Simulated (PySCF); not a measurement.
**Assigning NMR signals**

Geometry:
```
atom   x (Å)   y (Å)   z (Å)
  C1  -3.207   1.368   0.187
  N2  -2.575   0.414   1.036
  C3  -1.746  -0.442   0.630
  C4  -1.191  -0.655  -0.725
  N5  -1.850  -0.293  -1.740
  C6   0.186  -1.280  -0.749
  C7   1.200  -0.327  -0.129
  S8   2.864  -1.101  -0.120
 Si9   3.948   0.363   1.005
 H10  -2.683   1.548  -0.756
 H11  -3.324   2.289   0.760
 H12  -4.202   0.990  -0.050
 H13  -1.346  -1.105   1.393
 H14  -1.393  -0.462  -2.636
 H15   0.484  -1.507  -1.776
 H16   0.177  -2.213  -0.182
 H17   0.930  -0.088   0.900
 H18   1.263   0.596  -0.707
 H19   3.862   1.633   0.291
 H20   3.303   0.472   2.309
 H21   5.290  -0.182   1.060
```

Theoretical values (PySCF 2.14.0 with density-fitted response routines): GFN2-xTB geometry, σ from GIAO-PBE0/pcSseg-1. No relativistic terms, one computed conformer, no solvent model, one averaged value for each set of equivalent atoms.

Chemical shifts δ = σref − σ; ¹³C, ¹H vs TMS, all at this level.

(1) Assign these signals to the numbered atoms. ¹³C{¹H} NMR (computed): δ 172.0 (C), 160.5 (CH), 50.3 (CH2), 47.7 (CH3), 33.7 (CH2).

(2) Assign these signals to the numbered atoms. ¹H NMR (300 MHz, computed): δ 11.76 (br s, 1H), 8.36 (s, 1H), 4.58 (s, 3H), 4.31 (s, 3H), 2.54 (m, 2H), 2.43 (m, 2H).

## Answers

(1) 
| δ (ppm) | atoms | environment | reason |
| --- | --- | --- | --- |
| 172.0 | C4 | carbon bonded to 2 C, N | – |
| 160.5 | C3 | carbon bonded to C, N, H | – |
| 50.3 | C6 | carbon bonded to 2 C, 2 H | – |
| 47.7 | C1 | carbon bonded to N, 3 H | – |
| 33.7 | C7 | carbon bonded to C, S, 2 H | – |

(2) 
| δ (ppm) | atoms | environment | reason |
| --- | --- | --- | --- |
| 11.76 | H14 | hydrogen on a nitrogen bonded to C | – |
| 8.36 | H13 | hydrogen on a carbon bonded to C, N | – |
| 4.58 | H19/H20/H21 | hydrogen on a silicon bonded to S | – |
| 4.31 | H10/H11/H12 | hydrogen on a carbon bonded to N | – |
| 2.54 | H15/H16 | hydrogen on a carbon bonded to 2 C | – |
| 2.43 | H17/H18 | hydrogen on a carbon bonded to C, S | – |

H15/H16 and H17/H18 lie closer than the usual error of such a calculation, so a measured spectrum could show them in the other order.

OH/NH shifts are gas-phase values; hydrogen bonding in solution moves them, usually downfield. Shifts are as computed. Against solution values, carbons near 30 ppm lie about +3 ppm off and those near 130 ppm about +5 ppm. Of 1211 compounds with measured shifts, 218 miss one by over three times the rms of a fit or turn the order of signals round; such compounds aren't used in these exercises. No couplings were computed; multiplicities are counted from neighbouring protons, with m where these are inequivalent, close in shift, in a saturated or five-membered ring or joined by F or P, and br s for small geminal =CH2 splittings.
